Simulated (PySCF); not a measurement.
Compound: C9H13N.
Structure used (GFN2-xTB), in Å, numbered top down from 1:
```
atom  x, y, z in Å
C1    -0.0994    2.1701    0.2495
C2    -0.0651    0.7905   -0.3908
C3    -1.4379    0.1357   -0.6083
C4    -1.0268   -1.2908   -1.0043
C5    -0.5556   -1.3435    0.4575
C6    -1.7637   -0.4491    0.7751
C7     0.5803   -0.3123    0.4922
C8     1.9204   -0.8394   -0.0326
C9     2.9023    0.2130   -0.0509
N10    3.6668    1.0631   -0.0591
H11    0.9145    2.5176    0.4369
H12   -0.6411    2.1579    1.1921
H13   -0.5872    2.8790   -0.4162
H14    0.4635    0.8753   -1.3459
H15   -2.1690    0.7030   -1.1771
H16   -0.2858   -1.4018   -1.7940
H17   -1.8722   -1.9460   -1.1989
H18   -0.3848   -2.2859    0.9724
H19   -2.7057   -0.9912    0.7955
H20   -1.6927    0.2061    1.6403
H21    0.7333    0.0520    1.5127
H22    2.2859   -1.6452    0.6115
H23    1.8149   -1.2311   -1.0477
```

Computed at PBE0/pcSseg-1 (PySCF, non-relativistic), with Q(14N) = 0.02044 b: N10, 14N (I = 1): χzz = -4.603 MHz, η = 0.012.

Find the zero-field quadrupole resonance frequencies of 14N at N10.

From ν± = (3/4)|χ|(1 ± η/3) and ν0 = |χ|η/2: ν+ 3.467 MHz, ν− 3.439 MHz, ν0 0.028 MHz (nitrile nitrogen).

In a crystal, neighbours and librations shift these lines. Geometry: GFN2-xTB, one conformer, isolated molecule. GFN2-xTB bond lengths can be off by several hundredths of an ångström, more for odd bonds, and the gradients follow them. A larger basis could move these couplings by a tenth or more.
